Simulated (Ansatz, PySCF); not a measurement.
Process, species as SMILES: [SiH3]P -> [SiH3]P as doublet, charge +1 + e-
Geometries: B3LYP-D3(BJ)/def2-TZVP minima from Ansatz (a quantum-chemistry and plane-wave program). A spin state is the lowest found, not a proven ground state.

Property: adiabatic ionisation energy (0 K, with B3LYP-D3(BJ) harmonic zero-point energies from PySCF), in eV. Cores are frozen in the correlated levels unless marked. UHF or UKS for open shells. Spin-orbit coupling is left out. Non-relativistic. CBS(X,Y): correlation extrapolated as X^-3; Hartree-Fock from the larger set. [CCSD(T)-MP2]/basis is that difference in the basis named.

| level | program | adiabatic ionisation energy (eV) |
|---|---|---|
| HF/cc-pV(D+d)Z | Ansatz | 7.79 |
| HF/def2-SVPD | Ansatz | 7.75 |
| HF/def2-QZVPP | Ansatz | 7.73 |
| r2SCAN-D4/def2-TZVPD | Ansatz + dftd4 | 8.86 |
| PBE0-D3(BJ)/def2-TZVP | Ansatz + dftd3 | 8.90 |
| PBE0-D4/def2-TZVPD | Ansatz + dftd4 | 8.92 |
| MN15/def2-TZVPD | PySCF | 9.00 |
| MP2/6-31G | Ansatz | 8.00 |
| MP2/def2-TZVPPD | Ansatz | 8.90 |
| RI-MP2/CBS(cc-pV(T+d)Z,cc-pV(Q+d)Z) | Ansatz | 9.02 |
| SCS-MP2/aug-cc-pV(D+d)Z | Ansatz | 8.76 |
| CCSD/cc-pV(D+d)Z | Ansatz | 8.67 |
| CCSD(T)/cc-pV(T+d)Z | Ansatz | 8.94 |
| RI-MP2/CBS(cc-pV(T+d)Z,cc-pV(Q+d)Z)+[CCSD(T)-MP2]/cc-pV(T+d)Z | Ansatz | 9.07 |
| RI-MP2/CBS(def2-TZVPPD,def2-QZVPPD)+[CCSD(T)-MP2]/def2-TZVPPD | Ansatz | 9.06 |
